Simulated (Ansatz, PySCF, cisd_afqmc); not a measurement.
Species: InCl, charge 0, singlet. InCl (SMILES [In][Cl]).
B3LYP-D3(BJ)/def2-TZVP minimum from Ansatz (a quantum-chemistry and plane-wave program):
```
In
Cl 1 2.4410
```
Charge 0, spin multiplicity 1.

Atomisation energy term by term, kcal/mol (programs: Ansatz, cisd_afqmc). Open shells are spin-unrestricted; no spin-orbit coupling. Correlated methods leave the cores frozen (noble-gas shells, and filled d and f shells in the p block). Past Kr the def2 sets carry scalar-relativistic core potentials. AFQMC is phaseless with a CISD trial state; ± is one standard error, without the phaseless bias. Outlying blocks are dropped, and bars are widened where a walk drifts. Over all cases where full CI ran beside it in this data, AFQMC minus full CI had a median of +0.1 mEh and passed +0.4 mEh in a tenth of the cases. CBS(X,Y): correlation extrapolated as X^-3, Hartree-Fock from the larger set. A bracket is a step between two methods taken in the basis named. For partners of very few electrons the exact lower level stands in for a higher one. Spin-orbit terms, left out, reach several kcal/mol for Br and I, and more for heavier atoms.

```json
[
 {"term": "Hartree-Fock", "basis": "def2-QZVPP", "kcal/mol": "78.71"},
 {"term": "CCSD correlation", "basis": "CBS(def2-TZVPP,def2-QZVPP)", "kcal/mol": "25.76"},
 {"term": "(T)", "basis": "CBS(def2-TZVPP,def2-QZVPP)", "kcal/mol": "3.11"},
 {"term": "CCSDT(Q) - CCSD(T)", "basis": "def2-QZVPP", "kcal/mol": "0.00"},
 {"term": "CCSDTQ - CCSDT(Q)", "basis": "def2-SVP", "kcal/mol": "-0.02"},
 {"term": "minus zero-point energy", "basis": "Hessian by PySCF at B3LYP-D3(BJ)/def2-TZVP", "kcal/mol": "-0.43"},
 {"term": "sum: D0", "basis": "", "kcal/mol": "107.1"}
]
```

The step beyond CCSD(T) by other levels: CCSDTQ in def2-SVP 0.24; AFQMC/CISD in def2-SVP 0.35 ± 0.11; CCSDT(Q) in def2-SVP 0.26; CCSDT(Q) in def2-TZVPP 0.04 kcal/mol.
